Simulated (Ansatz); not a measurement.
Calculated with Ansatz (gas phase, PBE0-D4/def2-TZVP geometries, no zero-point term in ΔE). CBS: MP2 limit from def2 TZ/QZ plus the TZ coupled-cluster correction, frozen cores. One conformer a species, not always the lowest.

Reaction (isomerisation): `CB[SiH2]OC` → `BC([SiH3])OC`

```json
{"species": "`CB[SiH2]OC`", "CCSD(T)/CBS(def2) energy (Eh)": "-470.57161"}
{"species": "`BC([SiH3])OC`", "CCSD(T)/CBS(def2) energy (Eh)": "-470.51288"}
```

Task: Work out ΔE.

Result: ΔE = (-470.51288) − (-470.57161) = 0.05873 Eh = +154.2 kJ/mol.

Largest T1 diagnostic among the species: 0.013.

From PBE to PBE0 (25 % exact exchange), in def2-TZVPP and without D4, ΔE moves by +9.3 kJ/mol. The D4 term adds −3.7 kJ/mol with B3LYP and −1.7 kJ/mol with PBE0; it sums over pairs of atoms, weighted by their polarisabilities, and B3LYP, whose exchange is more repulsive, gets the larger term.

B3LYP here is the variant with VWN-RPA as its local correlation; programs differ in this.
